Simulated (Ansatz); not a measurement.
GaH$_{5}$O$_{4}$Si, SMILES `O[Si](O)(O)[O][GaH2]`, relaxed with RKS PBE0-D4/def2-TZVP in the Gaussian-basis code of Ansatz from a GFN2-xTB geometry. The force threshold is 0.005 eV/Å; the program also tests the step.

Charge 0, multiplicity 1.

Start:

```xyz
11

O     0.967   -0.656    0.206
Si   -0.542   -0.244   -0.464
O    -1.690   -1.258    0.053
O    -0.308   -0.505   -2.037
O    -0.634    1.245    0.105
Ga    0.976    1.314    1.039
H     1.391   -1.462   -0.096
H    -2.056   -1.128    0.925
H    -1.048   -0.408   -2.629
H     0.824    1.033    2.547
H     2.120    2.069    0.352
```

```json
{"step": "1", "energy (eV)": "-68516.8224", "largest force (eV/Å)": "0.577", "largest move (Å)": "0.000"}
{"step": "2", "energy (eV)": "-68516.8808", "largest force (eV/Å)": "0.420", "largest move (Å)": "0.050"}
{"step": "3", "energy (eV)": "-68516.9084", "largest force (eV/Å)": "0.289", "largest move (Å)": "0.067"}
{"step": "4", "energy (eV)": "-68516.9172", "largest force (eV/Å)": "0.129", "largest move (Å)": "0.052"}
{"step": "5", "energy (eV)": "-68516.9283", "largest force (eV/Å)": "0.267", "largest move (Å)": "0.093"}
{"step": "6", "energy (eV)": "-68516.9339", "largest force (eV/Å)": "0.163", "largest move (Å)": "0.070"}
{"step": "7", "energy (eV)": "-68516.9382", "largest force (eV/Å)": "0.175", "largest move (Å)": "0.055"}
{"step": "8 (rejected)", "energy (eV)": "-68516.9364", "largest force (eV/Å)": "0.248", "largest move (Å)": "0.047"}
{"step": "9", "energy (eV)": "-68516.9402", "largest force (eV/Å)": "0.053", "largest move (Å)": "0.023"}
{"step": "10", "energy (eV)": "-68516.9414", "largest force (eV/Å)": "0.060", "largest move (Å)": "0.055"}
{"step": "11", "energy (eV)": "-68516.9416", "largest force (eV/Å)": "0.037", "largest move (Å)": "0.026"}
{"step": "12", "energy (eV)": "-68516.9418", "largest force (eV/Å)": "0.025", "largest move (Å)": "0.016"}
{"step": "13", "energy (eV)": "-68516.9418", "largest force (eV/Å)": "0.009", "largest move (Å)": "0.003"}
{"step": "14", "energy (eV)": "-68516.9418", "largest force (eV/Å)": "0.003", "largest move (Å)": "0.001"}
```

End:

```xyz
11

O     0.916   -0.726    0.282
Si   -0.555   -0.259   -0.423
O    -1.788   -1.264   -0.072
O    -0.303   -0.392   -2.024
O    -0.638    1.180    0.261
Ga    1.030    1.314    1.107
H     1.546   -1.237   -0.231
H    -2.256   -1.086    0.746
H    -1.050   -0.660   -2.560
H     0.957    1.122    2.655
H     2.141    2.009    0.258
```

It took 35 s on 2 threads of an AMD EPYC 7R13 on a shared host and a share of an NVIDIA H100 80 GB, with 0.91 GiB of host memory at the peak.
